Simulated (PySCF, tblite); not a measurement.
Isomers of C2H9OSi4 (doublet state). Level: GFN2-xTB in tblite, geometry and Hessian alike; calculated harmonic values, unscaled, isolated species. The method is semi-empirical: single wavenumbers can be off by several per cent or more. Modes of hydrogen on silicon can be 10 to 20 % off. One conformer each. Open shells enter through the occupations alone, without spin polarisation, and single modes of such species can be off by tens of per cent.

Electronic energies: B3LYP/pcH-1 single points on the GFN2-xTB geometries (PySCF, gas phase).

```tsv
SMILES	electronic energy, lowest = 0 (kcal/mol)
C=C[Si@@]1(O)[SiH][SiH2][SiH2]1	0.0
C=C[Si]1(O)[SiH2][SiH][SiH2]1	2.2
[H]/[C]=C\[Si]1(O)[SiH2][SiH2][SiH2]1	27.2
```

Q: How do GFN2-xTB zero-point energies change the relative energies?

A: 
```tsv
SMILES	ZPE (kcal/mol)	of it from modes above 1550 cm⁻¹	electronic (kcal/mol)	with ZPE, lowest = 0 (kcal/mol)	lowest mode (cm⁻¹)	rings
C=C[Si@@]1(O)[SiH][SiH2][SiH2]1	59.5	35.9	0.0	0.0	43	1
C=C[Si]1(O)[SiH2][SiH][SiH2]1	59.3	35.8	2.2	1.9	43	1
[H]/[C]=C\[Si]1(O)[SiH2][SiH2][SiH2]1	56.4	35.0	27.2	24.0	41	1
```

The zero-point energies span 3.1 kcal/mol, from `[H]/[C]=C\[Si]1(O)[SiH2][SiH2][SiH2]1` to `C=C[Si@@]1(O)[SiH][SiH2][SiH2]1`. The order is unchanged.

Q: And how do the electronic energies of GFN2-xTB itself compare?

A: `C=C[Si@@]1(O)[SiH][SiH2][SiH2]1` 0.1; `C=C[Si]1(O)[SiH2][SiH][SiH2]1` 0.0; `[H]/[C]=C\[Si]1(O)[SiH2][SiH2][SiH2]1` 26.6 kcal/mol, lowest = 0. Against the energies above, taken from the same isomer `C=C[Si@@]1(O)[SiH][SiH2][SiH2]1`, the largest difference is 2.3 kcal/mol.

Q: What do entropy and thermal enthalpy add at 298.15 K and 1 bar (rigid rotor, harmonic oscillator, one conformer each)?

A: 
```
                               SMILES  point group  symmetry number  S (cal/(mol K))  H − H(0) (kcal/mol)  ZPE + H − H(0) − TS (kcal/mol)
      C=C[Si@@]1(O)[SiH][SiH2][SiH2]1           C1                1            112.5                 8.77                            34.8
        C=C[Si]1(O)[SiH2][SiH][SiH2]1           C1                1            113.5                 8.86                            34.3
[H]/[C]=C\[Si]1(O)[SiH2][SiH2][SiH2]1           C1                1            114.8                 9.07                            31.2
```

S holds R ln(2S + 1) for the spin.
